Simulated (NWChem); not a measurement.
C2H3F2NSi; SMILES C#C[Si](N)(F)F

```xyz
9

C      0.0026     2.6800    -0.0492
C      0.0138     1.4670    -0.0409
Si     0.0202    -0.3437    -0.0203
N     -1.5278    -0.9178     0.3747
F      0.4418    -0.9423    -1.4451
F      1.1907    -0.8198     0.9722
H     -0.0033     3.7480    -0.0618
H     -2.1162    -0.4147     1.0254
H     -1.7724    -1.8976     0.3091
```
Atoms are numbered in this order, from 1.

Coordinates come from a B3LYP/6-31G* (spherical d) optimisation. B3LYP is NWChem's, with the RPA form of VWN correlation.

Problem. Give the principal values of the shielding tensors (ppm) of C1, C2, Si3, N4, F5 from B3LYP/6-31G* (spherical d), GIAO (NWChem), with their diamagnetic and paramagnetic parts as GIAO splits them.

Solution. 
| atom | σ11 | σ22 | σ33 | isotropic | diamagnetic | paramagnetic |
|---|---|---|---|---|---|---|
| C1 | 25.4 | 31.3 | 261.5 | 106.0 | 269.4 | -163.3 |
| C2 | 35.1 | 38.2 | 289.7 | 121.0 | 253.9 | -132.9 |
| Si3 | 447.0 | 462.4 | 490.0 | 466.5 | 883.7 | -417.3 |
| N4 | 211.8 | 221.9 | 272.1 | 235.3 | 322.5 | -87.2 |
| F5 | 277.9 | 318.2 | 397.9 | 331.3 | 471.4 | -140.1 |
